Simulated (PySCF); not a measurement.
# Deprotonation sites of dibromomethane

Molecule: `BrCBr` (CH2Br2). Non-hydrogen atoms are numbered in `[Br:1][CH2:2][Br:3]`.

Computed at ωB97X-D3(BJ)/ma-def2-TZVP // PBE0-D3(BJ)/ma-def2-SVP with PySCF (density fitting, grid level 2). ωB97X-D3(BJ) is ωB97X-V with D3(BJ) in place of VV10. Zero-point and thermal terms (298.15 K, 1 bar) come from unscaled PBE0-D3(BJ)/ma-def2-SVP harmonic frequencies, with soft modes damped to free rotors in the entropy.

| site | product | ΔH(acid) / eV | ΔG(acid) / eV |
| --- | --- | --- | --- |
| C2 (methylene carbon) | `Br[CH-]Br` | 16.23 | 15.86 |

ΔH and ΔG refer to AH → A⁻ + H⁺ in the gas phase. Sites whose products fell apart, merged with another or lost in a GFN2-xTB screen aren't listed.

In water the product from C2 is solvated 2.19 eV more strongly than the parent (electrostatics only).

Measured values (NIST Chemistry WebBook, evaluated or the median of agreeing entries): deprotonation enthalpy (ΔH) 1544 kJ/mol (computed 1566, difference 22); gas-phase acidity (ΔG) 1512 kJ/mol (computed 1530, difference 18).

Caveats: atoms from Ga to Kr are treated without relativity.
